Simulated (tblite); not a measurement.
Compound: C2H9ClGeSi2.
Numbering: `[Cl:1][C@@H:2]1[CH2:3][GeH2:4][SiH2:5][SiH2:6]1` (hydrogens: H7 on C2; H8, H9 on C3; H10, H11 on Ge4; H12, H13 on Si5; H14, H15 on Si6)

Computed with GFN2-xTB (tblite), gas phase: L-BFGS steps from a force-field or distance-geometry start until the largest atomic force falls under 0.01 eV/Å.

Step 40: E = -511.2289 eV
```
atom  x, y, z in Å  |  force x, y, z in eV/Å
Cl1    -0.3374   -0.3876   -2.2147   -0.016   0.012  -0.006
C2     -0.8667   -0.9618   -0.5938   -0.020   0.018  -0.001
C3     -1.4817    0.2237    0.1213   -0.024   0.011  -0.002
Ge4    -0.1522    1.7197    0.1813    0.027  -0.060  -0.003
Si5     1.8399    0.4606    0.3128   -0.004   0.069  -0.001
Si6     0.7634   -1.5975    0.2136   -0.017   0.004  -0.024
H7     -1.6051   -1.7433   -0.7861    0.020   0.002   0.026
H8     -1.7621   -0.0901    1.1309    0.025   0.010  -0.001
H9     -2.4048    0.5324   -0.3758    0.023  -0.005  -0.008
H10    -0.5587    2.5925    1.3533   -0.003   0.003   0.000
H11    -0.3974    2.6376   -0.9918   -0.019  -0.016  -0.006
H12     2.5700    0.7185    1.5581    0.006  -0.012   0.008
H13     2.7588    0.7660   -0.7853    0.006  -0.018   0.008
H14     1.2254   -2.6779   -0.6594    0.018   0.012   0.011
H15     0.4041   -2.1847    1.5136   -0.023  -0.031   0.002
```

Step 41: E = -511.2293 eV
```
atom  x, y, z in Å  |  force x, y, z in eV/Å
Cl1    -0.3433   -0.3875   -2.2159   -0.014   0.017  -0.003
C2     -0.8677   -0.9601   -0.5930   -0.014   0.006   0.009
C3     -1.4826    0.2243    0.1240    0.004   0.004  -0.004
Ge4    -0.1523    1.7193    0.1782    0.022  -0.032   0.005
Si5     1.8399    0.4601    0.3150   -0.014   0.081   0.003
Si6     0.7649   -1.5962    0.2106   -0.040  -0.010  -0.016
H7     -1.6060   -1.7417   -0.7829    0.013  -0.012   0.023
H8     -1.7583   -0.0899    1.1349    0.021   0.012  -0.006
H9     -2.4070    0.5310   -0.3707    0.009   0.003  -0.009
H10    -0.5594    2.5988    1.3471    0.004  -0.007  -0.017
H11    -0.3955    2.6323   -1.0004   -0.018  -0.021   0.006
H12     2.5640    0.7144    1.5637    0.012  -0.008   0.019
H13     2.7644    0.7675   -0.7767    0.014  -0.015  -0.006
H14     1.2257   -2.6742   -0.6648    0.023   0.004   0.000
H15     0.4087   -2.1902    1.5090   -0.023  -0.023  -0.004
```

Q: Estimate the geometry and energy of step 42. (The exact step hangs on the optimiser's Hessian estimate; all steps are aligned on step 41, rigid shifts and turns removed.)

A: E = -511.2297 eV, largest force 0.070 eV/Å
```
atom  x, y, z in Å  |  force x, y, z in eV/Å
Cl1    -0.3496   -0.3871   -2.2171   -0.014   0.020   0.002
C2     -0.8689   -0.9583   -0.5921   -0.004  -0.008   0.011
C3     -1.4834    0.2251    0.1267    0.031  -0.004  -0.006
Ge4    -0.1520    1.7185    0.1751    0.006   0.009   0.009
Si5     1.8396    0.4612    0.3173   -0.017   0.067   0.008
Si6     0.7658   -1.5951    0.2074   -0.047  -0.014   0.000
H7     -1.6067   -1.7404   -0.7793    0.002  -0.025   0.019
H8     -1.7541   -0.0895    1.1387    0.015   0.014  -0.006
H9     -2.4091    0.5297   -0.3657   -0.005   0.012  -0.010
H10    -0.5599    2.6050    1.3406    0.010  -0.018  -0.032
H11    -0.3939    2.6266   -1.0090   -0.015  -0.027   0.019
H12     2.5582    0.7101    1.5696    0.016  -0.002   0.028
H13     2.7703    0.7687   -0.7681    0.020  -0.010  -0.019
H14     1.2267   -2.6704   -0.6702    0.026  -0.002  -0.010
H15     0.4128   -2.1961    1.5042   -0.023  -0.014  -0.013
```

The energy changes by -0.0004 eV. The first-order estimate −F·Δx gives -0.0006 eV and the mean of the old and new forces, exact on a quadratic surface, -0.0004 eV. The step makes an angle of 80° with the force vector and moves no atom by more than 0.010 Å.

The cost below is that of the whole relaxation. On an AMD EPYC with one thread, shared host with 64 logical CPUs at a one-minute load of 53, this took 2.4 s wall, 2.0 s CPU.
